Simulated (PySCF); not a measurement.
PySCF input (TPSS/def2-TZVPD):

```python
from pyscf import gto, scf, dft

mol = gto.M(
    atom='''
    Sn   -0.00000000   -0.00000000   -1.04855623
    Br    0.00000000    0.00000000    1.49793747
    ''',
    basis='def2-tzvpd',
    ecp='def2-tzvp',
    charge=0,
    spin=1,
    symmetry='C2v',
    verbose=4,
)

mf = dft.UKS(mol, xc='tpss').density_fit(auxbasis='def2-universal-jkfit')
mf.grids.level = 3
mf.conv_tol = 1e-9
mf.max_cycle = 100
mf.max_memory = 1500
mf.kernel()
if not mf.converged:
    mf = mf.newton()
    mf.kernel(mf.make_rdm1())
mf.analyze()
```

Output:

```
ECP def2-tzvp not found for  Br
PySCF version 2.14.0

[INPUT] verbose = 4
[INPUT] num. atoms = 2
[INPUT] num. electrons = 57
[INPUT] charge = 0
[INPUT] spin (= nelec alpha-beta = 2S) = 1
[INPUT] symmetry C2v subgroup None
[INPUT] Mole.unit = angstrom
[INPUT] Symbol           X                Y                Z      unit          X                Y                Z       unit  Magmom
[INPUT]  1 Sn     0.000000000000   0.000000000000  -1.048556230000 AA    0.000000000000   0.000000000000  -1.981484100906 Bohr   0.0
[INPUT]  2 Br     0.000000000000   0.000000000000   1.497937470000 AA    0.000000000000   0.000000000000   2.830691570024 Bohr   0.0

nuclear repulsion = 160.01078361529
point group symmetry = Coov, use subgroup C2v
symmetry origin: [ 0.00000000e+00  0.00000000e+00 -1.11160365e-09]
symmetry axis x: [1. 0. 0.]
symmetry axis y: [0. 1. 0.]
symmetry axis z: [0. 0. 1.]
num. orbitals of irrep A1 = 49
num. orbitals of irrep A2 = 12
num. orbitals of irrep B1 = 26
num. orbitals of irrep B2 = 26
number of shells = 37
number of NR pGTOs = 209
number of NR cGTOs = 113
basis = def2-tzvpd
ecp = def2-tzvp

******** <class 'pyscf.df.df_jk.DFSymAdaptedUKS'> ********
method = DFSymAdaptedUKS
initial guess = minao
damping factor = 0
level_shift factor = 0
DIIS = <class 'pyscf.scf.diis.CDIIS'>
diis_start_cycle = 1
diis_space = 8
diis_damp = 0
SCF conv_tol = 1e-09
SCF conv_tol_grad = None
SCF max_cycles = 100
direct_scf = False
number electrons alpha = 29  beta = 28
XC library pyscf.dft.libxc version 7.1.2
    S. Lehtola, C. Steigemann, M. J. T. Oliveira, and M. A. L. Marques,  SoftwareX 7, 1–5 (2018)
XC functionals = tpss
    J. Tao, J. P. Perdew, V. N. Staroverov, and G. E. Scuseria,  Phys. Rev. Lett. 91, 146401 (2003)
    J. P. Perdew, J. Tao, V. N. Staroverov, and G. E. Scuseria,  J. Chem. Phys. 120, 6898 (2004)
    J. Tao, J. P. Perdew, V. N. Staroverov, and G. E. Scuseria,  Phys. Rev. Lett. 91, 146401 (2003)
    J. P. Perdew, J. Tao, V. N. Staroverov, and G. E. Scuseria,  J. Chem. Phys. 120, 6898 (2004)
radial grids:
    Treutler-Ahlrichs [JCP 102, 346 (1995); DOI:10.1063/1.469408] (M4) radial grids

becke partition: Becke, JCP 88, 2547 (1988); DOI:10.1063/1.454033
pruning grids: <function nwchem_prune>
grids dens level: 3
symmetrized grids: C2v
atomic radii adjust function: <function treutler_atomic_radii_adjust>
small_rho_cutoff = 0
[...]
beta  HOMO (B2) = -0.262043255744132  LUMO (B1) = -0.129999311819851
  HOMO = -0.152995399352  LUMO = -0.142508487203  gap/eV = 0.28536
Extra cycle  E= -2788.31308204911  delta_E= 1.14e-10  |g|= 1.52e-05  |ddm|= 2.92e-05
converged SCF energy = -2788.31308204911  <S^2> = 0.75324595  2S+1 = 2.0032433
**** SCF Summaries ****
Total Energy =                       -2788.313082049105560
Nuclear Repulsion Energy =             160.010783615290308
One-electron Energy =                -4277.996390589052680
Two-electron Energy =                 1329.672524924656955
Two-electron Coulomb Energy =         1438.819944458941109
DFT Exchange-Correlation Energy =     -109.147419534284069
HOMO-LUMO gap [eV] =                     0.285363414634747
Wave-function symmetry = B2
alpha occupancy for each irrep:     A1   A2   B1   B2
                                    14    2    6    7
beta  occupancy for each irrep:     A1   A2   B1   B2
                                    14    2    6    6
**** MO energy ****
alpha MO #1 (A1 #1), energy= -481.714514596429 occ= 1
alpha MO #2 (A1 #2), energy= -61.931533403856 occ= 1
alpha MO #3 (A1 #3), energy= -55.7648308827145 occ= 1
alpha MO #4 (B1 #1), energy= -55.7636786621037 occ= 1
alpha MO #5 (B2 #1), energy= -55.7630437031119 occ= 1
alpha MO #6 (A1 #4), energy= -8.46175726768867 occ= 1
alpha MO #7 (A1 #5), energy= -6.30219787878445 occ= 1
alpha MO #8 (B1 #2), energy= -6.29865423739251 occ= 1
alpha MO #9 (B2 #2), energy= -6.29659758182222 occ= 1
alpha MO #10 (A1 #6), energy= -4.95069346177048 occ= 1
alpha MO #11 (B1 #3), energy= -3.32799482848142 occ= 1
alpha MO #12 (A1 #7), energy= -3.32021293368155 occ= 1
alpha MO #13 (B2 #3), energy= -3.3168448229107 occ= 1
alpha MO #14 (A1 #8), energy= -2.46981735224584 occ= 1
alpha MO #15 (B1 #4), energy= -2.46912236203461 occ= 1
alpha MO #16 (B2 #4), energy= -2.46765012274012 occ= 1
alpha MO #17 (A2 #1), energy= -2.46495518115268 occ= 1
alpha MO #18 (A1 #9), energy= -2.46479269720395 occ= 1
alpha MO #19 (A1 #10), energy= -0.969538883967614 occ= 1
alpha MO #20 (B1 #5), energy= -0.967266054474514 occ= 1
alpha MO #21 (A2 #2), energy= -0.96476100693892 occ= 1
alpha MO #22 (A1 #11), energy= -0.959023548825663 occ= 1
alpha MO #23 (B2 #5), energy= -0.958238006588822 occ= 1
alpha MO #24 (A1 #12), energy= -0.695928340925661 occ= 1
alpha MO #25 (A1 #13), energy= -0.42781151540413 occ= 1
alpha MO #26 (A1 #14), energy= -0.27941805091956 occ= 1
alpha MO #27 (B1 #6), energy= -0.26998415610165 occ= 1
alpha MO #28 (B2 #6), energy= -0.268070856905247 occ= 1
alpha MO #29 (B2 #7), energy= -0.152995399352022 occ= 1
alpha MO #30 (B1 #7), energy= -0.142508487203372 occ= 0
alpha MO #31 (A1 #15), energy= -0.0632676037497383 occ= 0
alpha MO #32 (A1 #16), energy= -0.00595347600940484 occ= 0
alpha MO #33 (A1 #17), energy= 0.0346991323921789 occ= 0
alpha MO #34 (B1 #8), energy= 0.0372647395445074 occ= 0
alpha MO #35 (B2 #8), energy= 0.0375804625055946 occ= 0
alpha MO #36 (A2 #3), energy= 0.0417313355779587 occ= 0
alpha MO #37 (A1 #18), energy= 0.0444089847036025 occ= 0
alpha MO #38 (B2 #9), energy= 0.0604549821785969 occ= 0
alpha MO #39 (B1 #9), energy= 0.0627796095268463 occ= 0
alpha MO #40 (A1 #19), energy= 0.0682058250332994 occ= 0
alpha MO #41 (A1 #20), energy= 0.106889802455118 occ= 0
alpha MO #42 (B1 #10), energy= 0.124670780705124 occ= 0
alpha MO #43 (B2 #10), energy= 0.125301000653359 occ= 0
alpha MO #44 (A2 #4), energy= 0.146069418857119 occ= 0
alpha MO #45 (A1 #21), energy= 0.146672837631232 occ= 0
alpha MO #46 (A1 #22), energy= 0.168836106853385 occ= 0
alpha MO #47 (B2 #11), energy= 0.176560689225845 occ= 0
alpha MO #48 (B1 #11), energy= 0.176743941729242 occ= 0
alpha MO #49 (A1 #23), energy= 0.231916425835082 occ= 0
alpha MO #50 (A2 #5), energy= 0.232376104782732 occ= 0
alpha MO #51 (A1 #24), energy= 0.240500875480386 occ= 0
alpha MO #52 (B2 #12), energy= 0.279812213697909 occ= 0
alpha MO #53 (A1 #25), energy= 0.279926483639278 occ= 0
alpha MO #54 (B1 #12), energy= 0.283388712686346 occ= 0
alpha MO #55 (A1 #26), energy= 0.352702374545815 occ= 0
alpha MO #56 (B1 #13), energy= 0.375995003916444 occ= 0
alpha MO #57 (B2 #13), energy= 0.378664180617626 occ= 0
alpha MO #58 (A1 #27), energy= 0.431322822642559 occ= 0
alpha MO #59 (A2 #6), energy= 0.446910427421138 occ= 0
alpha MO #60 (A1 #28), energy= 0.447168657031795 occ= 0
alpha MO #61 (B1 #14), energy= 0.467372275310836 occ= 0
alpha MO #62 (B2 #14), energy= 0.468587234179829 occ= 0
alpha MO #63 (A1 #29), energy= 0.583205996583786 occ= 0
alpha MO #64 (B1 #15), energy= 0.67202736118274 occ= 0
alpha MO #65 (B2 #15), energy= 0.673553627058212 occ= 0
alpha MO #66 (B2 #16), energy= 0.685306823970339 occ= 0
alpha MO #67 (B1 #16), energy= 0.686362407465004 occ= 0
alpha MO #68 (A2 #7), energy= 0.68714283440562 occ= 0
alpha MO #69 (A1 #30), energy= 0.690260561772983 occ= 0
alpha MO #70 (A1 #31), energy= 0.762581927477694 occ= 0
alpha MO #71 (B1 #17), energy= 0.795422209244109 occ= 0
alpha MO #72 (B2 #17), energy= 0.799574638410121 occ= 0
alpha MO #73 (A1 #32), energy= 0.815022108868494 occ= 0
alpha MO #74 (A1 #33), energy= 1.10580418139081 occ= 0
alpha MO #75 (A2 #8), energy= 1.12443125207326 occ= 0
alpha MO #76 (A1 #34), energy= 1.12669662725884 occ= 0
alpha MO #77 (B1 #18), energy= 1.15294723299263 occ= 0
alpha MO #78 (B2 #18), energy= 1.15764601741079 occ= 0
alpha MO #79 (A1 #35), energy= 1.16376676776848 occ= 0
alpha MO #80 (A2 #9), energy= 1.48609462291845 occ= 0
alpha MO #81 (A1 #36), energy= 1.48611733274048 occ= 0
alpha MO #82 (B1 #19), energy= 1.49457524250577 occ= 0
alpha MO #83 (B2 #19), energy= 1.49657009231656 occ= 0
alpha MO #84 (B1 #20), energy= 1.49994490999485 occ= 0
alpha MO #85 (B2 #20), energy= 1.49995909708834 occ= 0
alpha MO #86 (A2 #10), energy= 1.50852571336427 occ= 0
alpha MO #87 (A1 #37), energy= 1.50854416345297 occ= 0
alpha MO #88 (A1 #38), energy= 1.51120737255562 occ= 0
alpha MO #89 (B1 #21), energy= 1.64081715825883 occ= 0
alpha MO #90 (B2 #21), energy= 1.64412679652208 occ= 0
alpha MO #91 (B1 #22), energy= 1.6899384804429 occ= 0
alpha MO #92 (B2 #22), energy= 1.69377284243525 occ= 0
alpha MO #93 (A1 #39), energy= 1.76943006720668 occ= 0
alpha MO #94 (A1 #40), energy= 2.0105047287586 occ= 0
alpha MO #95 (B2 #23), energy= 2.19459731199082 occ= 0
alpha MO #96 (B1 #23), energy= 2.19502448155714 occ= 0
alpha MO #97 (A2 #11), energy= 2.21522606797431 occ= 0
alpha MO #98 (A1 #41), energy= 2.21614473840745 occ= 0
alpha MO #99 (B1 #24), energy= 2.32585246783845 occ= 0
alpha MO #100 (B2 #24), energy= 2.33683206672881 occ= 0
alpha MO #101 (A1 #42), energy= 2.46295409153257 occ= 0
alpha MO #102 (A1 #43), energy= 3.0579063006458 occ= 0
[...]
```
